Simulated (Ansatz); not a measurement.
Consider the formal loss of a carbene: `FC(F)C(F)(C(F)F)C(F)F` → `FC(F)C(F)(F)C(F)F` + `[CH]F`.

Calculated with Ansatz (gas phase, PBE0-D4/def2-TZVP geometries, no zero-point term in ΔE). CCSD(T)/CBS adds triple-zeta CCSD(T) − MP2 to the extrapolated MP2 energy (def2 sets, frozen cores). This one scheme is used for every species. Functionals use def2-TZVPP. Each species was taken in one conformer, which may not be the lowest.

(1) Is it downhill or uphill in electronic energy at CCSD(T)/CBS, and by how much? (An estimate is asked.)

(2) What do these levels give: revPBE-D4, r2SCANh-D4, r2SCAN0-D4, CAM-B3LYP-D4, SCS-MP2/def2-TZVPP, HF/CBS(def2)? (Best estimate.)

Largest T1 diagnostic among the species: 0.018.

Answers

(1) Computed: Uphill: ΔE = +86.7 kcal/mol.

(2) The calculation gave: revPBE-D4 87.1, r2SCANh-D4 92.5, r2SCAN0-D4 93.1, CAM-B3LYP-D4 88.5, SCS-MP2/def2-TZVPP 87.5, HF/CBS(def2) 73.7 kcal/mol.

From PBE to PBE0 (25 % exact exchange), in def2-TZVPP and without D4, ΔE moves by +2.4 kcal/mol. The D4 term adds +3.5 kcal/mol with B3LYP and +2.0 kcal/mol with PBE0; it sums over pairs of atoms, weighted by their polarisabilities, and B3LYP, whose exchange is more repulsive, gets the larger term. Leaving LDA and LC-ωPBE aside and taking each functional with its dispersion term where it has one, the values, not all of them listed here, spread over 10.3 kcal/mol, from BLYP-D4 to r2SCAN0-D4. LDA lies +16.4 kcal/mol from PBE without D4.

B3LYP here is the variant with VWN-RPA as its local correlation; programs differ in this.
